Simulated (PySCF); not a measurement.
Ionisation energy of Nb(2+) by level of theory

Nb(2+) [Kr] 4d3 (4F) → Nb(3+) [Kr] 4d2 (3F), as a difference of total energies. All numbers are calculated (PySCF 2.14, a scalar-relativistic core potential, in def2-QZVPPD with the def2 core potential (28 electrons) (7s5p4d3f2g, 81 functions)). Correlated levels: valence and next inner shell: nothing frozen outside the core potential. The calculations carry no spin-orbit coupling.

Question: Order these methods by the ionisation energy they give, lowest first.
A. UHF
B. MP2 (valence and next inner shell)
C. CCSD (valence and next inner shell)
D. CCSD(T) (valence and next inner shell)

Answer: A (24.231 eV), C (24.944 eV), D (24.975 eV), B (25.009 eV).

The reference lies between the lowest fine-structure levels, while these numbers refer to the centres of the terms.

Errors of the correlated levels include the incompleteness of this basis.

For comparison: 25.04 eV (semi-empirical (NIST evaluation); NIST Atomic Spectra Database, ionization energies).
